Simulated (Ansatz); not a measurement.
Stepwise reaction of `[NH2][Y]([Cl])[Cl]` with hydrogen fluoride, as a gas-phase model of exchange steps in deposition or etching. ΔE in kJ/mol; ΔG adds harmonic PBE0-D4 terms to CCSD(T)/CBS, at 1 bar.

Gas-phase electronic energies from Ansatz, PBE0-D4/def2-TZVP geometries. CBS: MP2 limit from def2 TZ/QZ plus the TZ coupled-cluster correction, frozen cores. This one scheme is used for every species. DFT in def2-TZVPP. B3LYP here is the variant with VWN-RPA as its local correlation; programs differ in this. Elements past krypton have def2 core potentials. For Y outer-core shells are correlated without core-valence functions, which leaves a few kJ/mol of doubt a bond. One conformer a species, not always the lowest.

| step | reaction | PBE-D4 | B3LYP-D4 | ωB97M-V | CCSD(T)/CBS | ΔG(600 K) |
| --- | --- | --- | --- | --- | --- | --- |
| 1 | `[NH2][Y]([Cl])[Cl]` + H–F → `[NH2][Y]([F])[Cl]` + HCl | -5.8 | -3.5 | -0.7 | 6.0 | -3.5 |

Task: Give the row of step 2, `[NH2][Y]([F])[Cl]` + H–F → `[NH2][Y]([F])[F]` + HCl. (Best estimate.)

Result: The calculation gave: 
| step | reaction | PBE-D4 | B3LYP-D4 | ωB97M-V | CCSD(T)/CBS | ΔG(600 K) |
| --- | --- | --- | --- | --- | --- | --- |
| 2 | `[NH2][Y]([F])[Cl]` + H–F → `[NH2][Y]([F])[F]` + HCl | -1.9 | 0.0 | 3.5 | 9.1 | 5.9 |

Task: By hand: ΔE of the 2 steps together at CCSD(T)/CBS.

Result: (6.0) + (9.1) = 15.1 kJ/mol, or 7.5 kJ/mol a step.

In ΔE the steps differ by no more than 3.1 kJ/mol. All are uphill at CCSD(T)/CBS. ΔG lies between -3.5 and 5.9 kJ/mol a step. PBE-D4 differs from CCSD(T)/CBS by -11.8 to -11.0 kJ/mol a step. Isolated molecules leave out the surface, adducts and barriers. Largest T1 diagnostic: 0.014.
